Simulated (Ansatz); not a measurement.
Job for Ansatz (a first-principles code): U-r2SCAN/def2-TZVPP on GaP, 2S+1 = 3, a point of a bond scan (R = 1.805 Å).

Ansatz 0.2 input:
```yaml
crystal:
  periodic: [false, false, false]
  atoms:
    - {symbol: Ga, position_ang: [-0.00000000, -0.00000000, -0.73586092]}
    - {symbol: P, position_ang: [0.00000000, 0.00000000, 1.06945119]}
basis:
  gaussian:
    orbitals: def2-TZVPP
hamiltonian:
  xc: {name: r2SCAN}
magnetization: {spin_polarized: true, initial_magnetization: 2}
```

Output:

```
WARN ansatz: RAYON_NUM_THREADS=1 ignored (pool sized by the plan → 1); use --threads N
Functional definition: r2SCAN
integrals: 0.03 GiB planned
655 factors; their error is unknown
mean field: 0.27 GiB planned
mean field evaluation 1: about -61660.0407 eV, gradient 2.3e1 eV
mean field evaluation 2: about -61652.1332 eV, gradient 4.4e1 eV
mean field evaluation 4: about -61662.0922 eV, gradient 1.5e0 eV
mean field evaluation 8: about -61662.0829 eV, gradient 1.1e-1 eV
mean field evaluation 16: about -61662.0829 eV, gradient 2.7e-5 eV
mean field -61662.08290854 eV, -2266.0397508280 hartree, gradient 2.3e-5 eV, S^2 2.008092; 1 other end points of the search recorded, 0 dependent functions left out
reference -61662.08291896 eV, -2266.0397512110 hartree; 24, 22 occupied and 66, 68 virtual orbitals, 655 factors
Total energy: -61662.08291896 eV, -2266.0397512110 hartree
```

The calculation finished and met its thresholds.

Cost: around 2.9 core-seconds (rough).
